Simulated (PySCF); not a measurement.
Electric field gradients and quadrupole coupling constants

C7H13NSi.
Structure used (GFN2-xTB), in Å, numbered top down from 1:
```
atom  x, y, z in Å
C1    -1.9363   -1.6924   -0.4142
C2    -0.7630   -1.1006   -0.2419
C3     0.2509   -1.6362    0.7226
C4    -0.4038    0.1353   -1.0131
C5     0.9564    0.0258   -1.7490
Si6    1.8051    1.2265   -0.5184
C7    -0.0652    1.3601   -0.1150
C8    -0.5284    1.3342    1.2877
N9     0.1786    1.8413    2.1955
H10   -2.2138   -2.5811    0.1279
H11   -2.6693   -1.3155   -1.1083
H12    0.5411   -0.8710    1.4404
H13    1.1504   -1.9545    0.1984
H14   -0.1513   -2.4897    1.2630
H15   -1.2240    0.3546   -1.7023
H16    0.8821    0.4223   -2.7605
H17    1.3236   -0.9936   -1.8377
H18    2.6444    0.6076    0.5005
H19    2.4351    2.4114   -1.0989
H20   -0.4941    2.2605   -0.5637
H21   -1.5111    0.8621    1.4519
H22   -0.2180    1.8126    3.1325
```

Field gradients from the PBE0/pcSseg-1 density (PySCF, non-relativistic), principal values in atomic units, ordered |Vxx| ≤ |Vyy| ≤ |Vzz|:

| atom | Vxx | Vyy | Vzz |
| --- | --- | --- | --- |
| N9 | 0.3237 | 0.6477 | -0.9715 |

Problem. Find the asymmetry η = (Vxx − Vyy)/Vzz and the couplings χ = eQV/h (234.96 MHz × Q in barn × V in au), with Q(14N) = 0.02044 b.

Solution. 
| atom | environment | nucleus | η | χzz (MHz) | χxx (MHz) | χyy (MHz) |
| --- | --- | --- | --- | --- | --- | --- |
| N9 | imine nitrogen | 14N | 0.33 | -4.666 | 1.555 | 3.111 |

Problem. What is Vzz at N9 in SI units (1 au = 9.71736 × 10²¹ V/m²)?

Solution. -0.9715 au = -9.440 × 10²¹ V/m².

Problem. And the gradient at the other heavy atoms, for which no coupling is worked out here?

Solution. 
```csv
atom,environment,Vzz (au),η
C1,terminal =CH2 carbon,0.244,0.46
C2,fully substituted alkene carbon,0.337,0.60
C3,allylic carbon,0.059,0.42
C4,allylic carbon,-0.066,0.53
C5,sp3 carbon bound to silicon,0.103,0.54
Si6,SiH2 silicon,0.367,0.13
C7,sp3 carbon bound to silicon,-0.089,0.65
C8,imine carbon,0.451,0.24
```

Were the hydrogens deuterons (Q(2H) = 0.00286 b), χzz would run from 110 kHz (H19) to 263 kHz (H22).

One conformer (not necessarily the lowest) at the GFN2-xTB geometry, without solvent, vibrations or thermal averaging. GFN2-xTB bond lengths can be off by several hundredths of an ångström, more for odd bonds, and the gradients follow them. The small basis limits the accuracy of the gradients.
